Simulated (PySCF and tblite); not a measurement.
The numbers below are computed, except where a source is named.
Dynamics report: rotation

System: C₆H₇NOS, numbered as in [OH:1][c:2]1[cH:3][c:4]([CH:5]2[CH2:6][CH2:7]2)[n:8][s:9]1.

Motion: rotation about the C4–C5 bond (torsion C3–C4–C5–C6 from 35° to 214°, rising). The path came from a restrained scan, a climbing-image band and a saddle search at GFN2-xTB; energies are BP86/pcSseg-1 + D3(BJ)//GFN2-xTB, thermal terms GFN2-xTB. Rates follow Eyring's equation with the number of equivalent paths and no tunnelling. Run with tblite and PySCF.

| point | symmetry | E(GFN2) kcal/mol | E(DFT) kcal/mol | ZPE change kcal/mol | lowest mode cm⁻¹ | dipole D |
| --- | --- | --- | --- | --- | --- | --- |
| start | Cs | 0.0 | 0.0 | 0.00 | 70 | 1.73 |
| saddle | C1 | 2.8 | 2.0 | -0.24 | 41i | 1.78 |
| end | Cs | 0.0 | -0.9 | -0.11 | 42 | 1.61 |

```
Electronic barrier                                      : 2.0 kcal/mol
Barrier with zero-point energy                          : 1.8 kcal/mol
ΔH‡ (298 K)                                             : 1.3 kcal/mol
ΔS‡ (298 K, symmetry apart)                             : -3.1 cal/(mol K)
Paths                                                   : 2 equivalent paths
End point                                               : a different minimum
Mean lifetime of the start against this motion at 298 K : 3.4 ps
Cost                                                    : 2.4 min on 1 thread of Arm Neoverse V1 (shared host) (rough), peak memory 0.76 GiB, launched as `OMP_NUM_THREADS=1 python ens_run.py task.json out`
```

```
T/K  ΔG‡ kcal/mol     k s⁻¹  ΔG kcal/mol  k back s⁻¹
150           1.9    1×10¹⁰         -1.0     3.1×10⁸
200           2.0  5.4×10¹⁰         -1.1     3.8×10⁹
250           2.1  1.5×10¹¹         -1.1    1.7×10¹⁰
298           2.2    3×10¹¹         -1.1    4.7×10¹⁰
350           2.4    5×10¹¹         -1.1      1×10¹¹
400           2.5  7.3×10¹¹         -1.1    1.8×10¹¹
500           2.8  1.3×10¹²         -1.1    4.1×10¹¹
```

ΔG and ΔG‡ leave out symmetry numbers and mirror images; rates count paths: 2 out, 2 back.

The barrier is low, and the GFN2-xTB saddle may lie off the DFT one, so take it as rough.
